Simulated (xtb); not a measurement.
C$_{3}$H$_{7}$O, doublet, from a rough starting geometry; GFN2-xTB run with xtb.

Input for xtb:
```
$ xtb mol.xyz --gfn 2 --uhf 1 --opt vtight --json

# file mol.xyz
11

C      1.44824796    -0.01194008     0.59526678
C      0.65332491    -0.45232492    -0.59512651
O     -0.46055043     0.42205651    -0.87989400
C     -1.45592832     0.35179695     0.02977908
H      1.12506663    -0.18518271     1.54750207
H      2.38141982     0.55304398     0.43732052
H      1.27242755    -0.35557457    -1.47429874
H      0.26088158    -1.51517350    -0.49318065
H     -1.15565355     0.78731578     1.00988230
H     -2.24708448     0.99204386    -0.30437352
H     -1.82392045    -0.68892852     0.18457233
```

The log (banner, timings and long lists left out):

```
   ID    Z sym.   atoms
    1    6 C      1, 2, 4
    2    8 O      3
    3    1 H      5-11

           -------------------------------------------------
          |                Calculation Setup                |
           -------------------------------------------------

           -------------------------------------------------
          |                 G F N 2 - x T B                 |
           -------------------------------------------------

          ...................................................
          :                      SETUP                      :
          :.................................................:
          :  # basis functions                  23          :
          :  # atomic orbitals                  23          :
          :  # shells                           15          :
          :  # electrons                        25          :
          :  max. iterations                   250          :
          :  Hamiltonian                  GFN2-xTB          :
          :  restarted?                      false          :
          :  GBSA solvation                  false          :
          :  PC potential                    false          :
          :  electronic temp.          300.0000000     K    :
          :  accuracy                    1.0000000          :
          :  -> integral cutoff          0.2500000E+02      :
          :  -> integral neglect         0.1000000E-07      :
          :  -> SCF convergence          0.1000000E-05 Eh   :
          :  -> wf. convergence          0.1000000E-03 e    :
          :  Broyden damping             0.4000000          :
          :  net charge                          0          :
          :  unpaired electrons                  1          :
          ...................................................

 iter      E             dE          RMSdq      gap      omega  full diag
   1    -14.0662045 -0.140662E+02  0.437E+00    9.94       0.0  T
   2    -14.0988882 -0.326837E-01  0.230E+00   10.02       1.0  T
   3    -14.0993785 -0.490265E-03  0.919E-01   10.20       1.0  T
   4    -14.0995738 -0.195264E-03  0.121E-01   10.07       1.0  T
   5    -14.0996017 -0.279700E-04  0.688E-02   10.10       1.0  T
   6    -14.0996029 -0.113829E-05  0.121E-02   10.10       2.5  T
   7    -14.0996030 -0.148971E-06  0.359E-03   10.10       8.4  T
   8    -14.0996030 -0.857102E-08  0.114E-03   10.10      26.5  T
   9    -14.0996030 -0.105021E-08  0.195E-04   10.10     154.5  T
[...]
 * total energy  :   -13.9535388 Eh     change       -0.6134016E-04 Eh
 * total energy  :   -13.9535817 Eh     change       -0.4283744E-04 Eh
 * total energy  :   -13.9536177 Eh     change       -0.3606251E-04 Eh
 * total energy  :   -13.9536294 Eh     change       -0.1164872E-04 Eh
 * total energy  :   -13.9536395 Eh     change       -0.1008417E-04 Eh
 * total energy  :   -13.9536422 Eh     change       -0.2794542E-05 Eh
 * total energy  :   -13.9536435 Eh     change       -0.1267569E-05 Eh
 * total energy  :   -13.9536441 Eh     change       -0.5514132E-06 Eh
 * total energy  :   -13.9536445 Eh     change       -0.4827808E-06 Eh
 * total energy  :   -13.9536449 Eh     change       -0.3511314E-06 Eh
 * total energy  :   -13.9536450 Eh     change       -0.1206702E-06 Eh
 * total energy  :   -13.9536451 Eh     change       -0.6724433E-07 Eh
   *** GEOMETRY OPTIMIZATION CONVERGED AFTER 50 ITERATIONS ***
         :: total energy             -13.953645088885 Eh    ::
[...]
     6   1 H        0.926     0.052     2.290     2.366
     7   1 H        0.922     0.068     2.107     2.270
     8   1 H        0.922     0.034     2.527     2.486
     9   1 H        0.924     0.033     2.551     2.498
    10   1 H        0.925     0.056     2.246     2.344
    11   1 H        0.923     0.025     2.659     2.550

 Mol. C6AA /au·bohr⁶  :        877.436676
 Mol. C8AA /au·bohr⁸  :      18190.442040
 Mol. α(0) /au        :         44.760286

Wiberg/Mayer (AO) data.
largest (>0.10) Wiberg bond orders for each atom

 ---------------------------------------------------------------------------
     #   Z sym  total        # sym  WBO       # sym  WBO       # sym  WBO
 ---------------------------------------------------------------------------
     1   6 C    3.186 --     2 C    1.098     5 H    0.984     6 H    0.982
     2   6 C    3.959 --     1 C    1.098     3 O    0.983     8 H    0.940
                             7 H    0.915
     3   8 O    2.073 --     4 C    0.997     2 C    0.983
     4   6 C    3.955 --     3 O    0.997    10 H    0.981    11 H    0.977
                             9 H    0.976
     5   1 H    0.998 --     1 C    0.984
     6   1 H    0.997 --     1 C    0.982
     7   1 H    0.992 --     2 C    0.915
     8   1 H    0.998 --     2 C    0.940
     9   1 H    0.999 --     4 C    0.976
    10   1 H    0.997 --     4 C    0.981
    11   1 H    0.999 --     4 C    0.977
 ---------------------------------------------------------------------------

Topologies differ in total number of bonds
Writing topology from bond orders to xtbtopo.mol

molecular dipole:
                 x           y           z       tot (Debye)
 q only:       -0.029      -0.240       0.302
   full:       -0.023      -0.341       0.403       1.343
molecular quadrupole (traceless):
                xx          xy          yy          xz          yz          zz
 q only:        1.738      -1.069      -0.036      -1.136       1.160      -1.703
  q+dip:        1.081      -0.466       1.197      -0.656       1.634      -2.278
   full:        1.690      -0.805       0.611      -1.200       1.513      -2.301

optimized geometry written to: xtbopt.xyz

           -------------------------------------------------
          | TOTAL ENERGY              -13.953645088885 Eh   |
          | GRADIENT NORM               0.000024403811 Eh/α |
          | HOMO-LUMO GAP               9.769341378086 eV   |
           -------------------------------------------------
```
